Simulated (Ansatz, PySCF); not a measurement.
Species: SiBr (charge 0, doublet). 
Structure (B3LYP-D3(BJ)/def2-TZVP (Ansatz, a quantum-chemistry and plane-wave program) minimum search):
SMILES: [Si]Br
```xyz
2

Si     0.0000     0.0000    -1.6088
Br     0.0000     0.0000     0.6435
```
Charge 0, spin multiplicity 2.

Total electronic energies in hartree. Cores are frozen in the correlated levels unless marked. Open shells are spin-unrestricted. Spin-orbit coupling is left out. Frozen are the shells of the preceding noble gas and the d and f shells that filled before the atom's block. Non-relativistic. CBS marks a two-point X^-3 extrapolation of the correlation energy; Hartree-Fock from the larger set. The bracket is a focal-point correction in the basis named.

| level | program | energy (Eh) |
|---|---|---|
| revPBE-D3(BJ)/def2-TZVPD | Ansatz + dftd3 | -2863.35188 |
| BP86-D3(BJ)/def2-TZVPD | PySCF + dftd3 | [?] |
| HSE06-D3(BJ)/def2-TZVPD | Ansatz + dftd3 | -2863.20566 |
| RPA@PBE/def2-QZVPP | Ansatz | [?] |
| CCSD/CBS(def2-TZVPP,def2-QZVPP) | Ansatz | -2861.7011 |
| CCSD(T)/def2-SVP | Ansatz | -2861.13560 |
| CCSD(T)/def2-SVPD | Ansatz | -2861.15169 |
| RI-MP2/CBS(def2-TZVPP,def2-QZVPP)+[CCSD(T)-MP2]/def2-QZVPP | Ansatz | -2861.7169 |
| CCSD(T)/CBS(def2-TZVPPD,def2-QZVPPD) | Ansatz | -2861.7166 |

Problem. Some entries are withheld; supply them.

Solution. 
- BP86-D3(BJ)/def2-TZVPD, energy (Eh): -2863.93079
- RPA@PBE/def2-QZVPP, energy (Eh): -2861.83897
